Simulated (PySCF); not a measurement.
**Ir⁺: interval between two levels**

Ir⁺ [Xe] 4f14 5d7 6s1 [5F5, M_J = 5] → Ir⁺ [Xe] 4f14 5d6 6s1 7s1 [7D5, M_J = 5], as a difference of total energies. Computed with PySCF 2.14 in x2c-TZVPall-2c with one added diffuse shell each of s, p, d type (12s12p11d2f, 117 functions), with the two-component X2C-1e Hamiltonian. Correlated levels: [Kr] 4d10 4f14 frozen; the 34 highest virtual spinors dropped. "Screened" scales the spin-orbit matrix elements by Boettger's factors to mimic the two-electron term; Breit and QED terms are absent.

| method | interval between two levels (cm⁻¹) |
| --- | --- |
| GHF (screened spin-orbit) | 91005 |
| GMP2 (screened spin-orbit) | 98966 |

The labels give the starting determinants; with spin-orbit coupling the two ends relaxed to ⟨J²⟩ = 30.01, ⟨L²⟩ = 12.79, ⟨S²⟩ = 5.84 and ⟨J²⟩ = 30.02, ⟨L²⟩ = 6.75, ⟨S²⟩ = 11.58.

The promoted electron is Rydberg-like, and one or two diffuse shells describe it only roughly, which tends to raise the upper state.
